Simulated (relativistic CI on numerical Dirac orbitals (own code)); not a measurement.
Sb12+: q coefficients and field-shift factors

These numbers are calculated, not measured: Dirac-Coulomb-Breit CI, separate exchange-only KLI orbitals for each configuration, derivatives by finite differences, unscaled Slater integrals, QED left out (own radial code, finite nucleus).

CI space (outside the closed core [Ar] 3d10): 4s²4p⁶4d³, 4s²4p⁵4d⁴, 4s²4p⁶4d²4f, 4s²4p⁶4d4f², 4s²4p⁶4d²5s, 4s4p⁶4d⁴, 4s²4p⁶4d²5p, 4s²4p⁶4d5s². Levels of other configurations are missing.

With x = (α/α₀)² − 1 an excitation energy changes as ω = ω₀ + qx; K = 2q/ω₀ is the relative enhancement. Terms are leading LS components, so labels can repeat. The field-shift factor is F = δν/δ⟨r²⟩ for the transition from the lowest level.

Lowest level 4s²4p⁶4d³ ⁴F3/2.

```
           Level  ω₀ (cm⁻¹)  q (cm⁻¹)  F (GHz/fm²)
 4s²4p⁶4d³ ⁴F5/2       6717      8657       0.0972
 4s²4p⁶4d³ ⁴F7/2      13317     14690        0.167
 4s²4p⁶4d³ ⁴F9/2      19069     17540        0.201
 4s²4p⁶4d³ ⁴P3/2      24155      4023      -0.0156
 4s²4p⁶4d³ ⁴P1/2      26369      7980      0.00122
 4s²4p⁶4d³ ²G7/2      35174     14240        0.167
 4s²4p⁶4d³ ⁴P5/2      35389     17520       0.0922
 4s²4p⁶4d³ ²H9/2      37286     14280         0.23
 4s²4p⁶4d³ ²D3/2      41042     17640        0.129
 4s²4p⁶4d³ ²P1/2      44290     18890        0.224
4s²4p⁶4d³ ²H11/2      51128     19910         0.36
 4s²4p⁶4d³ ²D5/2      51173     22480        0.133
 4s²4p⁶4d³ ²H9/2      53926     28410        0.387
```

At this charge energies of transitions that change n are usually good to better than 1 %, and those within a shell (Δn = 0) to a few per cent. Terms inside the open d or f shell come out 10 to 20 % too wide with unscaled integrals. Levels and lines within the n = 5 or 6 shells can be off by up to 10 % or somewhat more, and those that change n by about 2 %, since core polarisation is missing.

Which transition from the lowest level has the largest |K|?

4s²4p⁶4d³ ⁴F5/2 at 6717 cm⁻¹, K = 2.58.
